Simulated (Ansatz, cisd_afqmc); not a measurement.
System: Cl, charge 0, doublet.

Total energies in def2-TZVPPD, 7 correlated electrons, 5 frozen orbitals. Radicals and triplets start from unrestricted determinants; spin-orbit coupling is neglected. Cores are frozen in correlated methods. No relativity. AFQMC/CISD: phaseless, guided by CISD from CCSD amplitudes; bars are statistical, one sigma. Outlying blocks are dropped, and bars are widened where a walk drifts. Over all cases where full CI ran beside it in this data, AFQMC minus full CI had a median of +0.1 mEh and passed +0.4 mEh in a tenth of the cases.

```json
[
 {"method": "HF", "program": "Ansatz", "energy (Eh)": "-459.47717", "minus CCSDTQ (mEh)": "189.97"},
 {"method": "MP2", "program": "Ansatz", "energy (Eh)": "-459.63670", "minus CCSDTQ (mEh)": "30.44"},
 {"method": "CCSD", "program": "Ansatz", "energy (Eh)": "-459.66022", "minus CCSDTQ (mEh)": "6.92"},
 {"method": "CCSD(T)", "program": "Ansatz", "energy (Eh)": "-459.66624", "minus CCSDTQ (mEh)": "0.90"},
 {"method": "CCSDT(Q)", "program": "Ansatz", "energy (Eh)": "-459.66713", "minus CCSDTQ (mEh)": "0.01"},
 {"method": "CCSDTQ", "program": "Ansatz", "energy (Eh)": "-459.66714", "minus CCSDTQ (mEh)": "0.00"},
 {"method": "AFQMC/CISD", "program": "cisd_afqmc", "energy (Eh)": "-459.6668 ± 0.0002", "minus CCSDTQ (mEh)": "0.3 ± 0.2"}
]
```

Ansatz is a first-principles code.
